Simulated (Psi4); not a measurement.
isobutane (C$_{4}$H$_{10}$), singlet, at a GFN2-xTB geometry. Base run: HF/3-21G (Psi4).

The Psi4 input:
```
memory 2 GB

molecule {
0 1
C    -0.00195152   -0.00061004    0.38481069
H    -0.00751045   -0.00234774    1.48094753
C    -0.00123091    1.44790471   -0.09715431
H     0.00424357    1.48409224   -1.18472901
H    -0.88573890    1.97154531    0.25886234
H     0.87836999    1.97364557    0.26781215
C     1.25514309   -0.72222321   -0.09422305
H     1.29052529   -0.73769513   -1.18172798
H     2.14862954   -0.22046678    0.27077580
H     1.26840623   -1.74929777    0.26388821
C    -1.25239927   -0.72520857   -0.10694449
H    -1.27670860   -0.74075155   -1.19475225
H    -1.26684969   -1.75231611    0.25102616
H    -2.15073527   -0.22558539    0.24896396
}

set {
  basis 3-21g
  stability_analysis check
  scf_type pk
}

energy('scf')
print_variables()
```

The bond that is stretched is that between atoms 10 and 7. A test that says stable can miss a lower solution.

The base run was repeated with changes; each row names its change, and settings that it needs were set with it.

```json
[
 {"change": "base", "ΔE vs base (eV)": "0.00", "<S^2>": "0.000"},
 {"change": "stability_analysis = follow; reference = uhf", "ΔE vs base (eV)": "0.00", "<S^2>": "0.000"},
 {"change": "bond × 1.25", "ΔE vs base (eV)": "0.83", "<S^2>": "0.000"},
 {"change": "stability_analysis = follow; reference = uhf; bond × 1.25", "ΔE vs base (eV)": "0.83", "<S^2>": "0.000"},
 {"change": "bond × 1.5", "ΔE vs base (eV)": "2.22", "<S^2>": "0.000"},
 {"change": "stability_analysis = follow; reference = uhf; bond × 1.5", "ΔE vs base (eV)": "2.22", "<S^2>": "0.000"},
 {"change": "bond × 1.8", "ΔE vs base (eV)": "3.86", "<S^2>": "0.000"},
 {"change": "stability_analysis = follow; reference = uhf; bond × 1.8", "ΔE vs base (eV)": "3.33", "<S^2>": "0.601"},
 {"change": "bond × 2.2", "ΔE vs base (eV)": "5.70", "<S^2>": "0.000"},
 {"change": "stability_analysis = follow; reference = uhf; bond × 2.2", "ΔE vs base (eV)": "3.77", "<S^2>": "0.894"},
 {"change": "bond × 3.0", "ΔE vs base (eV)": "8.19", "<S^2>": "0.000"},
 {"change": "stability_analysis = follow; reference = uhf; bond × 3.0", "ΔE vs base (eV)": "3.92", "<S^2>": "1.001"}
]
```

Psi4 reported an instability in these rows: stability_analysis = follow; reference = uhf; bond × 1.8; stability_analysis = follow; reference = uhf; bond × 2.2; stability_analysis = follow; reference = uhf; bond × 3.0 (restricted rows aren't judged here).

Where a bond breaks into two radicals, a solution with restricted orbitals usually stops being the lowest and lies too high; an unrestricted one lies lower at the price of spin contamination, which <S^2> shows.
